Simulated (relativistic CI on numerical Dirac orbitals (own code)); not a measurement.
Mo²¹⁺: computed level list

Computed by Dirac-Coulomb-Breit CI, separate exchange-only KLI orbitals for each configuration, QED by a radiative potential, unscaled Slater integrals (own radial code, finite nucleus).

Configurations in the expansion (outside the closed core [Ne]): 3s2 3p6 3d3, 3s2 3p5 3d4, 3s 3p6 3d4, 3s2 3p6 3d2 4s, 3s2 3p6 3d2 4p, 3s2 3p6 3d2 4d, 3s2 3p6 3d2 4f, 3s2 3p5 3d3 4s, 3s2 3p5 3d3 4p, 3s2 3p6 3d 4s 4p, 3s2 3p6 3d2 5s, 3s 3p6 3d3 4s, 3s2 3p6 3d2 5p, 3s 3p6 3d3 4p, 3s2 3p6 3d2 5d, 3s2 3p6 3d 4p 4d, 3p6 3d4 4p, 3s2 3p6 3d2 5f, 3s2 3p6 3d2 5g, 3s 3p6 3d3 4d, 3s2 3p6 3d2 6s, 3s2 3p6 3d2 6p, 3s2 3p6 3d2 6f, 3p6 3d5, 3p5 3d6, 3s2 3p6 3d 4s2, 3s2 3p6 4s2 4p, 3s2 3p6 4s2 4d, 3s2 3p6 4s2 4f, 3s2 3p6 3d 4p2, 3s2 3p6 4s 4p2, 3s2 3p6 4p3, 3s2 3p6 4p2 4d, 3s2 3p6 4p2 4f, 3s2 3p6 3d 4s 4d, 3s2 3p6 4s 4p 4d, 3s2 3p6 4s 4d2, 3s2 3p6 4s 4d 4f, 3p6 3d4 4s, 3p5 3d5 4s, 3s2 3p6 3d 4d2, 3s2 3p6 4p 4d2, 3s2 3p6 4d3, 3s2 3p6 4d2 4f. Double excitations out of closed p, d and f shells are left out; levels of such configurations are missing from the list, as are those of other unlisted configurations, and high levels can miss mixing partners. These lack a partner that the ground configuration has and come out too high: 3s2 3p5 3d3 4p.

The lowest level is 3s2 3p6 3d3 4F_3/2, with 91 % of that term; Hund's rules for 3s2 3p6 3d3 give 4F with J = 3/2, in agreement.

| No. | Configuration | Term | J | E (eV) | % | Next component (%) |
| --- | --- | --- | --- | --- | --- | --- |
| 1 | 3s2 3p6 3d3 | 4F | 3/2 | 0.000 | 91 | 8 2D |
| 2 | 3s2 3p6 3d3 | 4F | 5/2 | 2.043 | 97 | 3 2D |
| 3 | 3s2 3p6 3d3 | 4F | 7/2 | 3.985 | 94 | 5 2G |
| 4 | 3s2 3p6 3d3 | 4F | 9/2 | 5.613 | 80 | 17 2G |
| 5 | 3s2 3p6 3d3 | 4P | 3/2 | 7.758 | 56 | 30 2P |
| 6 | 3s2 3p6 3d3 | 4P | 1/2 | 8.526 | 80 | 20 2P |
| 7 | 3s2 3p6 3d3 | 2G | 7/2 | 10.362 | 92 | 6 4F |
| 8 | 3s2 3p6 3d3 | 2H | 9/2 | 10.820 | 52 | 33 2G |
| 9 | 3s2 3p6 3d3 | 4P | 5/2 | 11.352 | 93 | 6 2D |
| 10 | 3s2 3p6 3d3 | 2D | 3/2 | 12.875 | 50 | 35 4P |
| 11 | 3s2 3p6 3d3 | 2P | 1/2 | 13.809 | 80 | 20 4P |
| 12 | 3s2 3p6 3d3 | 2H | 11/2 | 14.797 | 100 |  |
| 13 | 3s2 3p6 3d3 | 2D | 5/2 | 15.841 | 92 | 5 4P |
| 14 | 3s2 3p6 3d3 | 2G | 9/2 | 15.940 | 50 | 45 2H |
| 15 | 3s2 3p6 3d3 | 2P | 3/2 | 18.174 | 60 | 30 2D |
| 16 | 3s2 3p6 3d3 | 2F | 7/2 | 20.403 | 97 | 2 2G |
| 17 | 3s2 3p6 3d3 | 2F | 5/2 | 20.612 | 92 | 7 2D |
| 18 | 3s2 3p6 3d3 | 2D | 5/2 | 30.924 | 91 | 7 2F |
| 19 | 3s2 3p6 3d3 | 2D | 3/2 | 31.066 | 99 |  |
| 20 | 3p5 3d4(5D) | 6D° | 5/2 | 122.154 | 73 | 10 6P° |
| 21 | 3p5 3d4(5D) | 6D° | 7/2 | 122.233 | 77 | 12 6F° |
| 22 | 3p5 3d4(5D) | 6D° | 3/2 | 122.738 | 69 | 11 6P° |
| 23 | 3p5 3d4(5D) | 6D° | 9/2 | 122.982 | 81 | 14 6F° |
| 24 | 3p5 3d4(5D) | 6D° | 1/2 | 124.487 | 80 | 14 4P° |
| 25 | 3p5 3d4(5D) | 6F° | 11/2 | 129.326 | 90 | 9 4G° |
| 26 | 3p5 3d4(5D) | 6P° | 3/2 | 131.531 | 51 | 20 4D° |
| 27 | 3p5 3d4(5D) | 6F° | 9/2 | 131.993 | 65 | 21 4F° |
| 28 | 3p5 3d4(5D) | 6F° | 5/2 | 132.373 | 29 | 28 4D° |
| 29 | 3p5 3d4(5D) | 4F° | 3/2 | 132.494 | 22 | 19 4P° |
| 30 | 3p5 3d4(5D) | 6F° | 7/2 | 132.634 | 40 | 22 4D° |
| 31 | 3p5 3d4(3F) | 4D° | 1/2 | 133.216 | 68 | 16 6F° |
| 32 | 3p5 3d4(3F) | 4D° | 7/2 | 133.333 | 31 | 27 4F° |
| 33 | 3p5 3d4(3G) | 4F° | 5/2 | 134.096 | 45 | 28 4D° |
| 34 | 3p5 3d4(3G) | 4F° | 3/2 | 134.867 | 49 | 32 4D° |
| 35 | 3p5 3d4(3F) | 4F° | 9/2 | 134.902 | 37 | 21 4H° |
| 36 | 3p5 3d4(3P) | 4P° | 3/2 | 136.254 | 35 | 21 4D° |
| 37 | 3p5 3d4(3H) | 4H° | 11/2 | 136.382 | 57 | 22 4G° |
| 38 | 3p5 3d4(3F) | 4F° | 7/2 | 136.455 | 49 | 16 4G° |
| 39 | 3p5 3d4(3H) | 4H° | 13/2 | 137.210 | 63 | 36 4I° |
| 40 | 3p5 3d4(5D) | 4P° | 5/2 | 137.333 | 35 | 21 6P° |
| 41 | 3p5 3d4(3H) | 4H° | 7/2 | 137.395 | 35 | 26 2G° |
| 42 | 3p5 3d4(3F) | 4G° | 11/2 | 137.859 | 68 | 14 2H° |
| 43 | 3p5 3d4(3D) | 4D° | 5/2 | 137.987 | 37 | 27 4P° |
| 44 | 3p5 3d4(3F) | 4G° | 9/2 | 138.233 | 38 | 28 4H° |
| 45 | 3p5 3d4(3H) | 4I° | 15/2 | 139.081 | 90 | 10 2K° |

Energies count from the lowest computed level; ° marks odd parity. Percentages are summed over parent terms; the parents shown are those of the largest component, closed shells are left out there.

The mean weight of the leading LS term, summed over parents, in these 45 levels is 66 %, and that of the leading jj configuration (from the same eigenvectors) 61 %.

At this charge energies of transitions that change n are usually good to better than 1 %, and those within a shell (Δn = 0) to a few per cent. Terms inside the open d or f shell come out 10 to 20 % too wide with unscaled integrals.

Landé's interval rule says that E(J) − E(J−1) = AJ with one A. For the ground term the intervals give A = 6592.4, 4474.9, 2916.8 cm⁻¹ for J = 5/2, 7/2, 9/2; the multiplet is regular.

LS names give the leading component of a level, which can be under half, so a name can repeat, a term be missing and a line seem to break the LS rules.
